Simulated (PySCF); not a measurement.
# One molecule, several mistakes: AlBClFH cation

All numbers below are calculated, not measured. They come from PySCF 2.14.0, an open-source quantum chemistry program, on an isolated molecule that a program drew, which may never have been made. The molecule is AlBClFH cation (charge +1, singlet), drawn as the SMILES string `F[BH][Al+][Cl]`.

Each row is a Hartree-Fock (HF) and frozen-core CCSD(T) single point in the cc-pV(D+d)Z basis, meant for a local HF minimum. Run 1 is clean. Each other run has one planted mistake out of seven kinds, and not every kind appears here: one electron removed, one electron added, multiplicity raised by two, geometry at a saddle point, minimal basis STO-3G, one bond length entered in bohr, all coordinates scaled. The reference is restricted for singlets and unrestricted otherwise, and also for a bond in bohr. Adding or removing an electron swaps singlet and doublet. Electrons count all cores. HOMO and LUMO are orbital energies over both spins, the gradient is its largest component, and the lowest frequency (negative if imaginary) is given only where the gradient is small. Bond lengths are over the 4 bonds as drawn. T1 is the CCSD diagnostic: over 0.02 (restricted) or 0.045 (unrestricted) a single reference is doubtful.

Geometry of the clean run:
```xyz
5
AlBClFH cation, angstrom
F    -0.6872   -2.4781    0.4215
B    -0.0366   -1.6644   -0.3448
Al   -0.8518   -1.5263   -2.4083
Cl   -1.5614   -1.3691   -4.2961
H     0.9120   -1.0269   -0.0286
```

```
run  electrons  basis functions  <S^2>  HOMO (eV)  LUMO (eV)  gradient (hartree/bohr)  lowest frequency (cm^-1)  mean bond (Å)  longest bond (Å)      T1  HF (hartree)  CCSD(T) (hartree)                 mistake
  1         44               79  0.000     -17.17      -5.20                  3.0e-05                        90         1.6813             2.223  0.0171    -825.96225         -826.44518                no fault
  2         44               29  0.000     -15.35      -0.81                  3.0e-02                         -         1.6813             2.223  0.0210    -816.52858         -816.65201    minimal basis STO-3G
  3         44               79  0.000     -17.00      -5.39                  5.8e-02                         -         1.8309             2.421  0.0200    -825.93011         -826.42097  all coordinates scaled
  4         44               79  0.756     -15.07      -5.47                  1.6e-02                         -         1.9450             2.241  0.0564    -825.84116         -826.32291                       ?
```

**Which mistake was planted in run 4, and what did it cost?**

The mean bond changes by a factor of 1.157 and the longest by 1.008, so the molecule wasn't scaled as a whole. A length L in bohr read as angstrom grows by (1/0.5292 - 1) L = 0.890 L. The 4 bonds together grew by 4 x 0.2637 = 1.055 Å, which gives L = 1.186 Å. That is bond B2-H5, 1.186 Å in the clean geometry. So the mistake is: one bond length entered in bohr. Subtracting run 1 and multiplying by 627.51 kcal/mol a hartree, the energy moved by 76.0 kcal/mol in HF and 76.7 kcal/mol in CCSD(T).

Cautions from the logs. Run 2: T1 is over the limit, so its CCSD(T) energy is less reliable; run 4: T1 is over the limit, so its CCSD(T) energy is less reliable.
